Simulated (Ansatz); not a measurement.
Cartesian coordinates in Å:
```
B 1.018 0.941 1.046
B 0.066 0.124 -0.004
C 0.486 -1.237 -0.684
B -1.451 0.736 -0.312
Cl -2.802 0.191 0.663
H 1.005 0.720 2.225
H 1.747 1.819 0.674
H 1.555 -1.453 -0.680
H -0.004 -2.005 -0.068
H 0.091 -1.369 -1.694
H -1.711 1.533 -1.166
```

Charge 0, multiplicity 1.

Q: List the ωB97M-V/def2-TZVPP orbital energies in eV (Ansatz). (Best estimate.)

A: Ansatz gave: Occupied: -2772.12, -281.19, -262.52, -199.98, -199.90, -199.84, -188.81, -187.67, -187.25, -26.17, -22.60, -17.92, -16.58, -14.62, -14.08, -13.95, -13.41, -12.45, -12.16, -12.05, -10.97, -9.69. Lowest empty: -0.22, 0.74, 1.22, 2.26, 3.49, 3.56, 3.78, 4.06.
